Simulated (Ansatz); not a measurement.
Isomers of C₂H₇ClSn, relaxed with PBE0-D4/def2-TZVP in Ansatz; electronic energies, one conformer each and not always the lowest. Functionals use def2-TZVPP; CBS adds triple-zeta CCSD(T) − MP2 to the MP2 limit of def2-TZVPP and def2-QZVPP.

Elements past krypton have def2 core potentials. Outer-core shells of Sn are correlated without core-valence functions. Spin–orbit coupling is left out.

(1) Order them by energy at frozen-core CCSD(T)/CBS, lowest first. (Best estimate.)
A. `[CH3][SnH]([CH3])[Cl]`
B. `[CH3][SnH2][CH2]Cl`
C. `C[CH](Cl)[SnH3]`

(2) How do r2SCAN-D4, B2PLYP, MP2/CBS(def2), ωB97M-V place them (kcal/mol, against `[CH3][SnH]([CH3])[Cl]`)? (Estimate.)

## Answers

(1) A (0.0 kcal/mol), B (44.2 kcal/mol), C (50.8 kcal/mol).

(2) The calculation gave: 
```json
{"isomer": "`C[CH](Cl)[SnH3]`", "r2SCAN-D4": "49.5", "B2PLYP": "50.0", "MP2/CBS(def2)": "52.8", "ωB97M-V": "48.7"}
{"isomer": "`[CH3][SnH2][CH2]Cl`", "r2SCAN-D4": "44.3", "B2PLYP": "44.0", "MP2/CBS(def2)": "45.8", "ωB97M-V": "43.3"}
```
